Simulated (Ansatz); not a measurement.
Geometry optimisation, UKS BLYP-D4/def2-SVP (Ansatz 0.2.0).

The input (input.yaml):

```yaml
crystal:
  periodic: [false, false, false]
  atoms:
    - { symbol: O, position_ang: [0.45855, 0.48627, -1.69601] }
    - { symbol: C, position_ang: [0.104, 0.67795, -0.54674] }
    - { symbol: Si, position_ang: [0.21136, -0.66319, 0.7723] }
    - { symbol: S, position_ang: [1.31073, -1.47654, 2.21914] }
    - { symbol: H, position_ang: [-0.07444, 1.70411, -0.17151] }
magnetization:
  spin_polarized: true
  initial_magnetization: 1
basis:
  gaussian: { orbitals: def2-SVP }
hamiltonian:
  xc: blyp
  dispersion: d4
relax:
  f_tol: 0.015
  max_steps: 40
output:
  orbitals: {}
```

Run as:

```bash
$ ansatz run input.yaml --threads 1 --pin off --max-ram 2048MiB --backend cpu --events-out ev --progress --plain --runs-dir out
```

Problem. Where does it end, and by what steps?

Solution. The run converged. After 14 steps the energy has fallen by 0.611 eV; S4 moved furthest, 0.59 Å.

```
step  energy less start (eV)  largest force component (eV/Å)  accepted
   0                  0.0000                           2.034       yes
   1                 -0.2775                           2.579       yes
   2                 -0.3940                           0.917       yes
   3                 -0.4890                           1.771       yes
   4                 -0.5292                           1.555       yes
   5                 -0.5701                           0.313       yes
   6                 -0.5936                           0.211       yes
   7                 -0.6031                           0.092       yes
   8                 -0.6071                           0.316       yes
   9                 -0.6089                           0.109       yes
  10                 -0.6036                           0.558        no
  11                 -0.6106                           0.106       yes
  12                 -0.6108                           0.044       yes
  13                 -0.6109                           0.041       yes
  14                 -0.6109                           0.004       yes
```

```xyz
5
Properties=species:S:1:pos:R:3
O 0.552 0.443 -1.617
C 0.193 0.604 -0.478
Si -0.265 -0.948 0.793
S 1.428 -1.002 1.885
H 0.102 1.632 -0.005
```

Time of the run: 47 s on 1 CPU thread of a shared host.
